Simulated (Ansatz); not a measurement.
C2H8FNSi can be A, `FCNC[SiH3]`, or B, `N[SiH2]CCF`.

Calculated with Ansatz (gas phase, PBE0-D4/def2-TZVP geometries, no zero-point term in ΔE). CCSD(T)/CBS adds triple-zeta CCSD(T) − MP2 to the extrapolated MP2 energy (def2 sets, frozen cores). Functionals use def2-TZVPP. Each species was taken in one conformer, which may not be the lowest.

A:

```xyz
13

F     1.477    0.965   -2.049
C     1.568   -0.190   -1.249
N     0.839   -0.102   -0.057
C    -0.603    0.043   -0.186
Si   -1.446   -0.023    1.497
H     1.188   -1.010   -1.863
H     2.629   -0.329   -1.032
H     1.238    0.575    0.579
H    -0.982   -0.797   -0.780
H    -0.900    0.957   -0.719
H    -2.893    0.283    1.346
H    -0.829    0.992    2.396
H    -1.285   -1.364    2.116
```

B:

Z-matrix (Å, degrees):
```
Si
C 1 1.877
N 1 1.719 2 108.7
H 1 1.496 2 107.6 3 125.4
H 1 1.488 2 111.5 3 -117.2
C 2 1.504 1 114.1 3 -178.0
H 2 1.094 1 108.1 3 59.0
H 2 1.097 1 107.9 3 -56.5
H 3 1.007 1 120.3 2 59.6
H 3 1.007 1 119.2 2 -157.7
F 6 1.389 2 110.7 1 178.4
H 6 1.095 2 111.7 1 59.2
H 6 1.095 2 111.6 1 -62.5
```

Which isomer does CCSD(T)/CBS put lower? Give the gap. (Best estimate.)

Ansatz gave: B, by 30.8 kcal/mol.

Give E(B) − E(A) in kcal/mol with B2PLYP, PBE-D4, CCSD/def2-TZVPP, ωB97M-V, MP2/def2-TZVPP, r2SCAN-D4, PBE0-D4. (Estimate.)

Computed: B2PLYP -29.7, PBE-D4 -27.1, CCSD/def2-TZVPP -30.1, ωB97M-V -29.9, MP2/def2-TZVPP -31.2, r2SCAN-D4 -29.7, PBE0-D4 -28.6. None reverses the order clearly.

Largest T1 diagnostic: 0.011.

From PBE to PBE0 (25 % exact exchange), in def2-TZVPP and without D4, E(B) − E(A) moves by −1.5 kcal/mol.
